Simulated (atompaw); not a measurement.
## An all-electron radial function and its pseudo partner (nitrogen (N))

Columns: radius, all-electron u(r) and pseudo u(r) of the 2p shell (level -7.51 eV) of nitrogen in the configuration [He] 2s1 2p4; PBE, scalar-relativistic, PAW (atompaw) scheme, atompaw 4.2.0.5.

```json
{"r (bohr)": "0.094", "all-electron": "0.0659", "pseudo": "0.0057"}
{"r (bohr)": "0.188", "all-electron": "0.1967", "pseudo": "0.0228"}
{"r (bohr)": "0.283", "all-electron": "0.3382", "pseudo": "0.0507"}
{"r (bohr)": "0.377", "all-electron": "0.4645", "pseudo": "0.0878"}
{"r (bohr)": "0.471", "all-electron": "0.5687", "pseudo": "0.1327"}
{"r (bohr)": "0.565", "all-electron": "0.6500", "pseudo": "0.1838"}
{"r (bohr)": "0.660", "all-electron": "0.7105", "pseudo": "0.2394"}
{"r (bohr)": "0.754", "all-electron": "0.7507", "pseudo": "0.2963"}
{"r (bohr)": "0.848", "all-electron": "0.7740", "pseudo": "0.3527"}
{"r (bohr)": "0.942", "all-electron": "0.7835", "pseudo": "0.4066"}
{"r (bohr)": "1.037", "all-electron": "0.7817", "pseudo": "0.4564"}
{"r (bohr)": "1.131", "all-electron": "0.7713", "pseudo": "0.4995"}
{"r (bohr)": "1.225", "all-electron": "0.7544", "pseudo": "0.5351"}
{"r (bohr)": "1.319", "all-electron": "0.7327", "pseudo": "0.5621"}
{"r (bohr)": "1.413", "all-electron": "0.7075", "pseudo": "0.5802"}
{"r (bohr)": "1.508", "all-electron": "0.6796", "pseudo": "0.5893"}
{"r (bohr)": "1.602", "all-electron": "0.6507", "pseudo": "0.5897"}
{"r (bohr)": "1.696", "all-electron": "0.6209", "pseudo": "0.5824"}
{"r (bohr)": "1.790", "all-electron": "0.5909", "pseudo": "0.5684"}
{"r (bohr)": "1.885", "all-electron": "0.5608", "pseudo": "0.5491"}
{"r (bohr)": "1.979", "all-electron": "0.5315", "pseudo": "0.5261"}
{"r (bohr)": "2.073", "all-electron": "0.5029", "pseudo": "0.5009"}
{"r (bohr)": "2.167", "all-electron": "0.4751", "pseudo": "0.4746"}
{"r (bohr)": "2.262", "all-electron": "0.4480", "pseudo": "0.4480"}
{"r (bohr)": "2.356", "all-electron": "0.4224", "pseudo": "0.4224"}
{"r (bohr)": "2.450", "all-electron": "0.3978", "pseudo": "0.3978"}
```

(1) How many radial nodes do the two functions have?

(2) Where does each function peak?

(3) Is the pseudo-wave norm-conserving?

Answers

(1) The all-electron 2p function has n − l − 1 = 0; the pseudo-wave has 0.

(2) Outermost all-electron maximum near 0.94 bohr, pseudo maximum near 1.60 bohr (to the table’s step).

(3) No, it belongs to a PAW set: the norm inside the radius is not constrained, and the difference is carried by the augmentation charge.
